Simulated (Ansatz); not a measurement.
C₂H₇AsSi (`C=C[SiH2][AsH2]`). Charge 0, multiplicity 1. The structure was optimised at the PBE0-D4/def2-TZVP level. It is one conformer, not always the lowest.

```xyz
11

C    -1.013    1.518   -0.800
C    -0.861    0.547    0.096
Si    0.010   -1.050   -0.278
As    2.007   -1.366    0.955
H    -0.648    1.419   -1.818
H    -1.508    2.455   -0.559
H    -1.244    0.706    1.103
H     0.354   -1.080   -1.726
H    -0.860   -2.215    0.040
H     1.315   -1.005    2.264
H     2.448    0.072    0.723
```

Question: What is the dipole moment at B3LYP/def2-TZVPP? (Estimate.)

Answer: The calculation gave: 1.09 D, with components (-0.59, 0.92, 0.00) D in this frame, pointing from negative to positive charge.

Question: And with PBE, r2SCAN, ωB97M-V? (An estimate is asked.)

Answer: Ansatz gave: PBE 1.08 D, r2SCAN 1.22 D, ωB97M-V 1.19 D.

Question: Give the Mulliken charges with B3LYP, PBE, r2SCAN in def2-TZVPP. (Best estimate.)

Answer: Ansatz gave: 
```tsv
atom	B3LYP	PBE	r2SCAN
C1	-0.20	-0.18	-0.13
C2	-0.18	-0.13	-0.19
Si3	0.28	0.20	0.29
As4	-0.03	-0.02	-0.02
H5	0.10	0.09	0.08
H6	0.11	0.10	0.08
H7	0.09	0.08	0.07
H8	-0.08	-0.06	-0.08
H9	-0.07	-0.06	-0.08
H10	-0.02	-0.01	-0.02
H11	-0.01	0.00	-0.01
```

B3LYP here is the variant with VWN-RPA as its local correlation; programs differ in this.
